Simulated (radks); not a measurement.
Isoelectronic series with 6 electrons, each ion in its NIST ground configuration. All-electron calculation, scalar-relativistic Kohn-Sham, PBE, spin-polarised, spherical densities, point nucleus; open shells are filled with parallel spins first. Program: a radial shooting solver on a logarithmic mesh with Libxc functionals. Total energies (hartree) and mean radii <r> (bohr) (* marks an orbital that is empty in some or all of the ions):

ion	configuration	E (hartree)	2p down*	2p up	2s down	2s up	1s down
C	[He] 2s2 2p2	-37.81029	1.928	1.746	1.607	1.555	0.2704
O2+	[He] 2s2 2p2	-73.25079	1.026	0.9878	1.044	1.020	0.1991
Ne4+	[He] 2s2 2p2	-120.76963	0.7177	0.7004	0.7718	0.7588	0.1574
Mg6+	[He] 2s2 2p2	-180.38062	0.5544	0.5444	0.6125	0.6043	0.1300
Si8+	[He] 2s2 2p2	-252.11718	0.4522	0.4457	0.5076	0.5020	0.1107
S10+	[He] 2s2 2p2	-336.02369	0.3820	0.3775	0.4333	0.4292	0.09636
Ar12+	[He] 2s2 2p2	-432.15362	0.3308	0.3274	0.3779	0.3748	0.08526
Ca14+	[He] 2s2 2p2	-540.56909	0.2916	0.2890	0.3349	0.3325	0.07642
Ti16+	[He] 2s2 2p2	-661.34083	0.2607	0.2586	0.3006	0.2986	0.06922
Cr18+	[He] 2s2 2p2	-794.54828	0.2357	0.2340	0.2726	0.2709	0.06322
Fe20+	[He] 2s2 2p2	-940.27977	0.2151	0.2136	0.2492	0.2478	0.05816
Ni22+	[He] 2s2 2p2	-1098.63285	0.1977	0.1965	0.2294	0.2283	0.05383
Zn24+	[He] 2s2 2p2	-1269.71449	0.1829	0.1818	0.2125	0.2115	0.05007
Ge26+	[He] 2s2 2p2	-1453.64157	0.1701	0.1692	0.1978	0.1969	0.04679
Se28+	[He] 2s2 2p2	-1650.54115	0.1589	0.1582	0.1849	0.1841	0.04389
Kr30+	[He] 2s2 2p2	-1860.55102	0.1491	0.1484	0.1735	0.1728	0.04131
